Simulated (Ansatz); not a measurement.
Stepwise reaction of `FB(F)Br` with water, as a gas-phase model of exchange steps in deposition or etching. ΔE in kJ/mol; ΔG adds harmonic PBE0-D4 terms to CCSD(T)/CBS, at 1 bar.

Computed with Ansatz on PBE0-D4/def2-TZVP structures; ΔE is electronic, products minus reactants. CBS: MP2 limit from def2 TZ/QZ plus the TZ coupled-cluster correction, frozen cores. This one scheme is used for every species. DFT in def2-TZVPP. B3LYP here is the variant with VWN-RPA as its local correlation; programs differ in this. For Br outer-core shells are correlated without core-valence functions, which leaves a few kJ/mol of doubt a bond. Scalar relativity is left out up to krypton. Each species was taken in one conformer, which may not be the lowest.

```
step                           reaction  PBE-D4  B3LYP-D4  ωB97M-V  CCSD(T)/CBS  ΔG(500 K)
   2  `OB(F)Br` + H₂O → `OB(O)Br` + H–F    10.8      12.1     11.5          9.4       15.0
```

Problem. Give the row of step 1, `FB(F)Br` + H₂O → `OB(F)Br` + H–F. (Estimate.)

Solution. The calculation gave: 
| step | reaction | PBE-D4 | B3LYP-D4 | ωB97M-V | CCSD(T)/CBS | ΔG(500 K) |
| --- | --- | --- | --- | --- | --- | --- |
| 1 | `FB(F)Br` + H₂O → `OB(F)Br` + H–F | 2.2 | 4.2 | 3.9 | 2.3 | 5.8 |

Problem. By hand: ΔE of the 2 steps together at CCSD(T)/CBS.

Solution. (2.3) + (9.4) = 11.7 kJ/mol, or 5.8 kJ/mol a step.

In ΔE each step is higher than the one before. ΔG lies between 5.8 and 15.0 kJ/mol a step. PBE-D4 differs from CCSD(T)/CBS by -0.1 to 1.4 kJ/mol a step. Isolated molecules leave out the surface, adducts and barriers. Largest T1 diagnostic: 0.011.
